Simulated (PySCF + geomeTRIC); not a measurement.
All values below come from BP86-D3(BJ)/def2-SVP run with PySCF + geomeTRIC. fastk is a local helper that only speeds up exchange builds. No frequencies were computed at this level.

```python
import json, numpy as np
from pyscf import gto, dft
from fastk import lowrank_exchange
atoms = """
C     -1.201888     0.008773     0.182651
N     -0.054678    -0.349840    -0.540778
C      1.197718    -0.033490     0.006648
H     -1.007870     0.536355     1.128978
H     -1.787801    -0.896923     0.386850
H     -1.841536     0.630878    -0.456959
H      1.772271    -0.960701     0.132284
H      1.162481     0.503460     0.966933
H      1.761307     0.561489    -0.723687
"""
def scf(charge, spin, dm0=None):
    mol = gto.M(atom=atoms, basis='def2-svp', ecp={}, charge=charge, spin=spin, verbose=3, max_memory=5040)
    mf = dft.KS(mol, xc='bp86').density_fit(auxbasis="def2-universal-jkfit")
    mf.disp = 'd3bj'
    mf.grids.level = 3
    mf.conv_tol = 1e-8
    mf.max_cycle = 120
    mf.level_shift = 0.25
    mf.kernel(dm0)
    if not mf.converged:
        mf = mf.newton().run(mf.mo_coeff, mf.mo_occ).undo_soscf()
    return mf
mf = scf(0, 1)
lowrank_exchange(mf)  # same exchange matrices as the stock routine, built faster for response steps
mo, _, stable, _ = mf.stability(return_status=True)
if not stable:
    mf.kernel(mf.make_rdm1(mo, mf.mo_occ))
del mf.get_jk
from pyscf.geomopt.geometric_solver import kernel as optimize
path = []
done, mol = optimize(mf, maxsteps=120, assert_convergence=False, callback=lambda env: path.append((env["energy"], bool(env["g_scanner"].converged))))
res = dict(converged=bool(done and path[-1][1]), energy=path[-1][0], path=[e for e, c in path], xyz=mol.atom_coords(unit="Angstrom").tolist(), nao=mol.nao)
json.dump(res, open("result.json", "w"))
```

Output:

```
converged SCF energy = -134.402920428487  <S^2> = 0.75268102  2S+1 = 2.0026792
<class 'pyscf.df.df_jk.DFUKS'> wavefunction is stable in the internal stability analysis
Geometry optimization cycle 1
converged SCF energy = -134.402920428332  <S^2> = 0.75268122  2S+1 = 2.0026794
cycle 1: E = -134.402920428  dE = -134.403  norm(grad) = 0.0410747
Geometry optimization cycle 2
converged SCF energy = -134.405860195936  <S^2> = 0.75280842  2S+1 = 2.0028065
cycle 2: E = -134.405860196  dE = -0.00293977  norm(grad) = 0.00631706
Geometry optimization cycle 3
converged SCF energy = -134.405925139487  <S^2> = 0.75280199  2S+1 = 2.0028
cycle 3: E = -134.405925139  dE = -6.49436e-05  norm(grad) = 0.0029817
Geometry optimization cycle 4
converged SCF energy = -134.405933458532  <S^2> = 0.75280146  2S+1 = 2.0027995
cycle 4: E = -134.405933459  dE = -8.31905e-06  norm(grad) = 0.00122646
Geometry optimization cycle 5
converged SCF energy = -134.405935165899  <S^2> = 0.75280007  2S+1 = 2.0027981
cycle 5: E = -134.405935166  dE = -1.70737e-06  norm(grad) = 0.000195517
Geometry optimization cycle 6
converged SCF energy = -134.405935735992  <S^2> = 0.75279907  2S+1 = 2.0027971
cycle 6: E = -134.405935736  dE = -5.70093e-07  norm(grad) = 0.000378743
Geometry optimization cycle 7
converged SCF energy = -134.405938581601  <S^2> = 0.75279584  2S+1 = 2.0027939
cycle 7: E = -134.405938582  dE = -2.84561e-06  norm(grad) = 0.00169122
Geometry optimization cycle 8
converged SCF energy = -134.405955684193  <S^2> = 0.75278128  2S+1 = 2.0027794
cycle 8: E = -134.405955684  dE = -1.71026e-05  norm(grad) = 0.00670698
Geometry optimization cycle 9
converged SCF energy = -134.406001178033  <S^2> = 0.75278732  2S+1 = 2.0027854
cycle 9: E = -134.406001178  dE = -4.54938e-05  norm(grad) = 0.00311761
Geometry optimization cycle 10
converged SCF energy = -134.406028424466  <S^2> = 0.7527931  2S+1 = 2.0027912
cycle 10: E = -134.406028424  dE = -2.72464e-05  norm(grad) = 0.00121954
Geometry optimization cycle 11
converged SCF energy = -134.406044560102  <S^2> = 0.75279347  2S+1 = 2.0027915
cycle 11: E = -134.40604456  dE = -1.61356e-05  norm(grad) = 0.00255545
Geometry optimization cycle 12
converged SCF energy = -134.406200608707  <S^2> = 0.75278416  2S+1 = 2.0027822
cycle 12: E = -134.406200609  dE = -0.000156049  norm(grad) = 0.0152898
Geometry optimization cycle 13
converged SCF energy = -134.406300211805  <S^2> = 0.7527634  2S+1 = 2.0027615
cycle 13: E = -134.406300212  dE = -9.96031e-05  norm(grad) = 0.0240446
Geometry optimization cycle 14
converged SCF energy = -134.406689327055  <S^2> = 0.75274005  2S+1 = 2.0027382
cycle 14: E = -134.406689327  dE = -0.000389115  norm(grad) = 0.0196205
Geometry optimization cycle 15
converged SCF energy = -134.407291081332  <S^2> = 0.75269436  2S+1 = 2.0026925
cycle 15: E = -134.407291081  dE = -0.000601754  norm(grad) = 0.00627324
Geometry optimization cycle 16
converged SCF energy = -134.40712698032  <S^2> = 0.75267363  2S+1 = 2.0026718
cycle 16: E = -134.40712698  dE = 0.000164101  norm(grad) = 0.00878873
Geometry optimization cycle 17
converged SCF energy = -134.407359160278  <S^2> = 0.75268284  2S+1 = 2.002681
cycle 17: E = -134.40735916  dE = -0.00023218  norm(grad) = 0.000816722
Geometry optimization cycle 18
converged SCF energy = -134.407392647348  <S^2> = 0.75268118  2S+1 = 2.0026794
cycle 18: E = -134.407392647  dE = -3.34871e-05  norm(grad) = 0.00196992
Geometry optimization cycle 19
converged SCF energy = -134.407407327378  <S^2> = 0.75267908  2S+1 = 2.0026773
cycle 19: E = -134.407407327  dE = -1.468e-05  norm(grad) = 0.00146452
Geometry optimization cycle 20
converged SCF energy = -134.407420967543  <S^2> = 0.75267642  2S+1 = 2.0026746
cycle 20: E = -134.407420968  dE = -1.36402e-05  norm(grad) = 0.000350218
Geometry optimization cycle 21
converged SCF energy = -134.407422299588  <S^2> = 0.75267675  2S+1 = 2.002675
cycle 21: E = -134.4074223  dE = -1.33205e-06  norm(grad) = 8.01157e-05
Geometry optimization cycle 22
converged SCF energy = -134.407422318543  <S^2> = 0.75267674  2S+1 = 2.0026749
cycle 22: E = -134.407422319  dE = -1.89549e-08  norm(grad) = 2.07792e-05
<class 'geometric.internal.Distance'> : 8
<class 'geometric.internal.Angle'> : 13
<class 'geometric.internal.Dihedral'> : 6
<class 'geometric.internal.TranslationX'> : 1
<class 'geometric.internal.TranslationY'> : 1
<class 'geometric.internal.TranslationZ'> : 1
<class 'geometric.internal.RotationA'> : 1
<class 'geometric.internal.RotationB'> : 1
<class 'geometric.internal.RotationC'> : 1
Step    0 : Gradient = 1.369e-02/2.397e-02 (rms/max) Energy = -134.4029204283
Step    1 : Displace = 3.617e-02/4.886e-02 (rms/max) Trust = 1.000e-01 (=) Grad = 2.106e-03/4.708e-03 (rms/max) E (change) = -134.4058601959 (-2.940e-03) Quality = 0.999
Step    2 : Displace = 1.176e-02/1.783e-02 (rms/max) Trust = 1.414e-01 (+) Grad = 9.939e-04/1.908e-03 (rms/max) E (change) = -134.4059251395 (-6.494e-05) Quality = 0.866
Step    3 : Displace = 1.682e-03/2.285e-03 (rms/max) Trust = 2.000e-01 (+) Grad = 4.088e-04/7.739e-04 (rms/max) E (change) = -134.4059334585 (-8.319e-06) Quality = 1.303
Step    4 : Displace = 1.224e-03/1.890e-03 (rms/max) Trust = 2.828e-01 (+) Grad = 6.517e-05/1.368e-04 (rms/max) E (change) = -134.4059351659 (-1.707e-06) Quality = 1.041
Step    5 : Displace = 1.276e-03/2.035e-03 (rms/max) Trust = 3.000e-01 (+) Grad = 1.262e-04/2.200e-04 (rms/max) E (change) = -134.4059357360 (-5.701e-07) Quality = 1.363
Step    6 : Displace = 8.275e-03/1.329e-02 (rms/max) Trust = 3.000e-01 (=) Grad = 5.637e-04/1.050e-03 (rms/max) E (change) = -134.4059385816 (-2.846e-06) Quality = 1.231
Step    7 : Displace = 4.053e-02/6.504e-02 (rms/max) Trust = 3.000e-01 (=) Grad = 2.236e-03/4.188e-03 (rms/max) E (change) = -134.4059556842 (-1.710e-05) Quality = 1.680
Step    8 : Displace = 3.788e-03/5.683e-03 (rms/max) Trust = 3.000e-01 (=) Grad = 1.039e-03/1.855e-03 (rms/max) E (change) = -134.4060011780 (-4.549e-05) Quality = 1.503
Step    9 : Displace = 7.813e-03/1.248e-02 (rms/max) Trust = 3.000e-01 (=) Grad = 4.065e-04/6.846e-04 (rms/max) E (change) = -134.4060284245 (-2.725e-05) Quality = 1.246
Step   10 : Displace = 7.927e-03/1.280e-02 (rms/max) Trust = 3.000e-01 (=) Grad = 8.518e-04/1.526e-03 (rms/max) E (change) = -134.4060445601 (-1.614e-05) Quality = 1.875
Step   11 : Displace = 9.995e-02/1.617e-01 (rms/max) Trust = 3.000e-01 (=) Grad = 5.097e-03/9.172e-03 (rms/max) E (change) = -134.4062006087 (-1.560e-04) Quality = 1.445
Step   12 : Displace = 9.955e-02/1.599e-01 (rms/max) Trust = 3.000e-01 (=) Grad = 8.015e-03/1.446e-02 (rms/max) E (change) = -134.4063002118 (-9.960e-05) Quality = 0.921
Step   13 : Displace = 3.266e-02/5.319e-02 (rms/max) Trust = 3.000e-01 (=) Grad = 6.540e-03/1.186e-02 (rms/max) E (change) = -134.4066893271 (-3.891e-04) Quality = 1.777
Step   14 : Displace = 1.192e-01/1.947e-01 (rms/max) Trust = 3.000e-01 (=) Grad = 2.091e-03/3.725e-03 (rms/max) E (change) = -134.4072910813 (-6.018e-04) Quality = 0.893
Step   15 : Displace = 8.911e-02/1.313e-01 (rms/max) Trust = 3.000e-01 (=) Grad = 2.930e-03/5.381e-03 (rms/max) E (change) = -134.4071269803 (+1.641e-04) Quality = -0.895
Step   16 : Displace = 4.612e-02/6.962e-02 (rms/max) Trust = 4.456e-02 (-) Grad = 2.722e-04/4.419e-04 (rms/max) E (change) = -134.4073591603 (-2.322e-04) Quality = 1.037
Step   17 : Displace = 3.466e-02/5.788e-02 (rms/max) Trust = 6.301e-02 (+) Grad = 6.566e-04/1.134e-03 (rms/max) E (change) = -134.4073926473 (-3.349e-05) Quality = 1.111
Step   18 : Displace = 1.031e-02/2.001e-02 (rms/max) Trust = 8.911e-02 (+) Grad = 4.882e-04/8.610e-04 (rms/max) E (change) = -134.4074073274 (-1.468e-05) Quality = 1.743
Step   19 : Displace = 1.545e-02/3.075e-02 (rms/max) Trust = 1.260e-01 (+) Grad = 1.167e-04/2.059e-04 (rms/max) E (change) = -134.4074209675 (-1.364e-05) Quality = 1.357
Step   20 : Displace = 5.400e-03/1.010e-02 (rms/max) Trust = 1.782e-01 (+) Grad = 2.671e-05/4.436e-05 (rms/max) E (change) = -134.4074222996 (-1.332e-06) Quality = 2.256
Step   21 : Displace = 4.923e-04/8.634e-04 (rms/max) Trust = 2.520e-01 (+) Grad = 6.926e-06/1.008e-05 (rms/max) E (change) = -134.4074223185 (-1.895e-08) Quality = 0.792
Converged! =D
```

Cost: around 3 core-minutes (rough).
